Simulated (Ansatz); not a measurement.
Harmonic frequencies (cm⁻¹) at PBE0-D4/def2-TZVP from Ansatz: 105, 120, 178, 179, 259, 313, 516, 550, 668, 690, 2706, 2711.

Each molecule was computed in one conformer, which needn't be the lowest.

(1) Which molecule is it?
A. `[SH][Al]([SH])[Br]`
B. `[NH2][Al]([F])[Br]`
C. `[NH2][Al]([F])[Cl]`
D. `[NH2][AlH][Br]`

## Answers

(1) A.
